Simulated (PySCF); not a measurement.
A structure optimised at PBE0-D3(BJ)/def2-TZVP, used in a PySCF frequency run:

```xyz
4

In     0.0000     0.0000     0.9955
H      0.0000     1.5711     1.6605
H      0.0000    -1.5711     1.6605
Br     0.0000     0.0000    -1.4886
```

### Question
Write its SMILES, formula and point group.

### Answer
[Br][InH2], BrH₂In, C2v

### Question
What are its rotational constants (standard atomic weights)?

### Answer
101.56, 1.7051, 1.6770 GHz
